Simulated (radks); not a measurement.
Problem. Valence configurations of Ga2+ (all share [Ar]). Calculated with a radial shooting solver on a logarithmic mesh with Libxc functionals: scalar-relativistic Kohn-Sham, PBE, spin-polarised, spherical densities, point nucleus; open shells are filled with parallel spins first. Order these by energy: 3d8 4s1 4p2; 3d8.5 4s0.5 4p2; 3d9.5 4s1.5; 3d8.5 4s1.5 4p1; 3d9 4s1 4p1; 3d10 4s1; 3d9 4s1.5 4p0.5; 3d10 4s0.5 4p0.5; 3d10 4p1; 3d9 4s2.

Solution. From the lowest, in eV above it: 3d10 4s1 0.000; 3d10 4s0.5 4p0.5 4.205; 3d9.5 4s1.5 7.480; 3d10 4p1 8.432; 3d9 4s2 16.132; 3d9 4s1.5 4p0.5 20.243; 3d9 4s1 4p1 23.804; 3d8.5 4s1.5 4p1 34.572; 3d8.5 4s0.5 4p2 42.863; 3d8 4s1 4p2 53.913. NIST lists [Ar] 3d10 4s1 as the ground configuration; this level of theory agrees among the configurations tried. The energies are those of spherical high-spin densities, not of single terms.
